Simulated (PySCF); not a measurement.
A search over the determinants of BeSe⁺

Unrestricted PBE0; basis Be pcseg-2, Se pcseg-2; no relativity; PySCF 2.14. Outer shells of the fragments: Be+ 2s1; Se 3d10 4s2 4p4.

Followed along the bond (rough minima from three points):

```json
{"2Ms+1": "2", "unpaired": "π ↑", "⟨S²⟩ at the start": "0.76", "R at minimum (Å)": "1.97", "Te (eV)": "0.00"}
{"2Ms+1": "4", "unpaired": "σ ↑, π ↑↑", "⟨S²⟩ at the start": "3.75", "R at minimum (Å)": "none in the scan", "Te (eV)": "≤ 1.13"}
{"2Ms+1": "2", "unpaired": "σ ↓, π ↑↑", "⟨S²⟩ at the start": "1.75", "R at minimum (Å)": "none in the scan", "Te (eV)": "≤ 1.24"}
{"2Ms+1": "2", "unpaired": "σ ↑, π ↑↓", "⟨S²⟩ at the start": "1.76", "R at minimum (Å)": "none in the scan", "Te (eV)": "≤ 1.59"}
```

Solutions found at the starting distance of 2.175 Å, counted from the lowest of them; the search is not exhaustive and high or unbound solutions are not listed, so other states can lie among these:

| 2Ms+1 | unpaired | term | E (eV) | ⟨S²⟩ | ⟨Lz²⟩ | μ (D) |
| --- | --- | --- | --- | --- | --- | --- |
| 2 | π ↑ | ²Π | 0.00 | 0.76 | 1.01 | -8.92 |
| 4 | σ ↑, π ↑↑ | ⁴Σ⁻ | 0.92 | 3.75 | 0.00 | -2.72 |
| 2 | σ ↓, π ↑↑ | mixed | 1.02 | 1.75 | 0.00 | -2.66 |
| 2 | σ ↑, π ↑↓ | mixed | 1.38 | 1.76 | 2.02 | -2.68 |
| 2 | σ ↑ | mixed | 2.65 | 0.75 | 2.01 | -2.62 |
| 4 | σ ↑↑, π ↑ | ⁴Π | 2.81 | 3.75 | 1.01 | -3.06 |

A term symbol is given only where ⟨S²⟩ and ⟨Lz²⟩ are close to those of a pure state; real π, δ and φ orbitals otherwise mix terms. A positive dipole points towards Se; it is taken about the centre of mass and depends on that origin.

Spin–orbit coupling is left out. Counting both spins, an empty level lies below a filled one in some of these solutions, because spin and occupation are held.
